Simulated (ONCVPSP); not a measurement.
platinum (Pt), ONCV: configuration errors across variants

```
Element                 : platinum (Pt)
Generator               : ONCVPSP 4.0.1
Type                    : optimised norm-conserving Vanderbilt (ONCV)
Functional              : PBE
Relativity              : fully relativistic
Frozen core             : [Kr] 4d10
Valence charge          : 32
Reference configuration : 4f14 5s2 5p6 5d9 6s1
Partial waves           : 5s+6s: rc 1.75 bohr, ncon 3, nbas 8, qcut 7.2 1/bohr, 2 projectors; 5p: rc 1.70 bohr, ncon 4, nbas 8, qcut 6.2 1/bohr, 2 projectors, debl 2.6 Ha; 5d: rc 1.65 bohr, ncon 4, nbas 8, qcut 5.2 1/bohr, 2 projectors, debl 2 Ha; 4f: rc 0.60 bohr, ncon 3, nbas 8, qcut 34.2 1/bohr, 2 projectors, debl 4 Ha
Local potential         : polynomial inside 0.55 bohr (lpopt 5, dvloc0 0 Ha)
Core correction         : Teter function, fcfact 4, rcfact 1.25
```

Open shells are filled in proportion to 2j + 1.

All-electron excitation energies from the reference (eV): (1) 4f14 5s2 5p6 5d9 6s0 9.211; (2) 4f14 5s2 5p6 5d8 6s0 29.192; (3) 4f14 5s2 5p6 5d7 6s0 61.406.

1 further variants failed, have other tests or another functional or relativity, and are left out.

A true bound ghost makes a file unfit for plane-wave use even where its test errors are small: the radial tests pick states by their node count and pass the ghost by.

Errors AE − PS in meV (a dash: test not solved or not reliable):

```csv
change,(1),(2),(3),bound ghosts,GHOST(+) flags above zero
base,-1.9,-0.7,+3.4,"s, p3/2, p1/2","s, d5/2, d3/2"
"core correction Teter function, fcfact 4, rcfact 1.8",-3.0,-1.6,+0.5,"s, p3/2, p1/2","s, d5/2, d3/2"
f: rc 0.72,-2.0,-0.7,+3.3,"s, p3/2, p1/2","s, d5/2, d3/2"
d: qcut 4.8,-1.8,-0.7,+4.2,"s, p3/2, p1/2, d3/2","s, d5/2"
d: nproj 3,-1.9,+0.9,+6.6,"s, p3/2, p1/2, d3/2","s, d5/2, d3/2"
s: qcut 7.7; p: qcut 6.6; d: qcut 5.5; f: qcut 36.5,-1.9,-0.6,+2.6,"s, p3/2, p1/2","d5/2, d3/2"
```

(1) Give the same row for: d: rc 1.18.

## Answers

(1) -2.2, +0.8, +4.5; bound ghosts: s, p3/2, p1/2; GHOST(+) flags above zero: s, d5/2, d3/2.
